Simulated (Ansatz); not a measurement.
H4PSi (SMILES [SiH3][PH]), charge 0, multiplicity 2, relaxed at each level with Ansatz (a program for electronic structure); harmonic frequencies from differences of analytic forces, average atomic masses, frozen cores. Open shells are unrestricted.

### Question
Give the equilibrium geometry, the harmonic frequencies and the zero-point energy at HF/def2-TZVPP.

### Answer

(charge 0, multiplicity 2):
```xyz
6

Si    -1.006    -0.343     0.091
P      1.109     0.456    -0.116
H     -1.214    -0.904     1.440
H     -1.953     0.767    -0.122
H     -1.260    -1.395    -0.913
H      1.712    -0.795     0.133
```
Frequencies (cm⁻¹): 187, 465, 522, 558, 837, 997, 1026, 1029, 2308, 2311, 2321, 2494. Zero-point energy 21.52 kcal/mol.

### Question
Give the equilibrium geometry, the harmonic frequencies and the zero-point energy at CCSD(T)/cc-pV(T+d)Z.

### Answer

(charge 0, multiplicity 2):
```xyz
6

Si    -0.99226    -0.33706     0.08946
P      1.11135     0.47188    -0.11988
H     -1.19840    -0.90534     1.44343
H     -1.95806     0.76486    -0.12171
H     -1.24396    -1.39743    -0.91600
H      1.66779    -0.81219     0.13719
```
Frequencies (cm⁻¹): 185, 453, 484, 507, 774, 917, 957, 961, 2225, 2230, 2246, 2372. Zero-point energy 20.46 kcal/mol.
